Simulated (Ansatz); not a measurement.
Start from `CCC(C)C(=O)OC` and change one atom or group to get `CCC(C)C(=O)O`.

Ansatz, PBE0-D4/def2-TZVP geometries, multiplicity 1. Each molecule was computed in one conformer, which needn't be the lowest.

```tsv
property	`CCC(C)C(=O)OC`
HOMO energy (PBE0/def2-TZVPP) / eV	-7.84
HOMO energy (B3LYP/def2-TZVPP) / eV	-7.60
size of the dipole moment (PBE/def2-TZVPP) / D	1.63
HOMO–LUMO gap (PBE/def2-TZVPP) / eV	5.47
HOMO–LUMO gap (B3LYP/def2-TZVPP) / eV	7.71
size of the dipole moment (ωB97M-V/def2-TZVPP) / D	1.66
```

Give the same properties after the change, and the shifts. (Estimate.)

Computed: 
```
                                          property  `CCC(C)C(=O)O`  shift
                HOMO energy (PBE0/def2-TZVPP) / eV           -7.86  -0.02
               HOMO energy (B3LYP/def2-TZVPP) / eV           -7.63  -0.03
    size of the dipole moment (PBE/def2-TZVPP) / D            1.81   0.18
               HOMO–LUMO gap (PBE/def2-TZVPP) / eV            5.37  -0.10
             HOMO–LUMO gap (B3LYP/def2-TZVPP) / eV            7.64  -0.07
size of the dipole moment (ωB97M-V/def2-TZVPP) / D            1.88   0.22
```

Dipoles are sizes alone; their direction can turn.

Positive LUMOs are unbound, so they and the gaps depend on the basis.

B3LYP here is the variant with VWN-RPA as its local correlation; programs differ in this.
